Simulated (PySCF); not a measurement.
Si(OH)3(SiH3) (H₆O₃Si₂), SMILES O[Si](O)(O)[SiH3]. Coordinates come from a r2SCAN-D4/def2-SVP optimisation. The values are those of a single conformer.

Computed equilibrium geometry at r2SCAN-D4/def2-SVP (PySCF confirms it by a frequency run) as Cartesian coordinates in Å, and its point group (one conformer of several):
point group C3.
```xyz
11

O      0.5320    -1.4542    -1.0366
Si     0.0000     0.0000    -0.4505
O     -1.5254     0.2663    -1.0366
O      0.9934     1.1879    -1.0366
Si     0.0000     0.0000     1.8941
H      1.4549    -1.6847    -0.8781
H     -2.1865    -0.4176    -0.8781
H      0.7316     2.1023    -0.8781
H      1.3513    -0.3542     2.4341
H     -0.9824    -0.9931     2.4341
H     -0.3689     1.3474     2.4341
```
Charge 0, spin multiplicity 1.
